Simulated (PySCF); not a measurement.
A calculated (BP86, PySCF 2.14, x2c-SVPall, the spin-free X2C one-electron Hamiltonian (Gaussian nucleus)) atom or ion has these occupied shells.

| shell | electrons | orbital energy (eV) | rms radius, mean of both spins (bohr) |
| --- | --- | --- | --- |
| 1s α | 1 | -11731.6 | 0.0525 |
| 1s β | 1 | -11731.5 | 0.0525 |
| 2s α | 1 | -1508.4 | 0.220 |
| 2s β | 1 | -1508.4 | 0.220 |
| 2p α | 3 | -1326.0 | 0.196 |
| 2p β | 3 | -1326.0 | 0.196 |
| 3s α | 1 | -211.91 | 0.642 |
| 3s β | 1 | -211.84 | 0.642 |
| 3p α | 3 | -155.43 | 0.668 |
| 3p β | 3 | -155.35 | 0.668 |
| 3d α | 5 | -62.443 | 0.758 |
| 3d β | 5 | -62.320 | 0.758 |
| 4s α | 1 | -34.022 | 1.93 |
| 4s β | 1 | -33.093 | 1.93 |
| 4p α | 1 | -23.322 | 2.32 |

**Question.** Name the element and its charge.

**Answer.** As²⁺ (arsenic, charge +2), in [Ar] 3d10 4s2 4p1, 2P determinant.
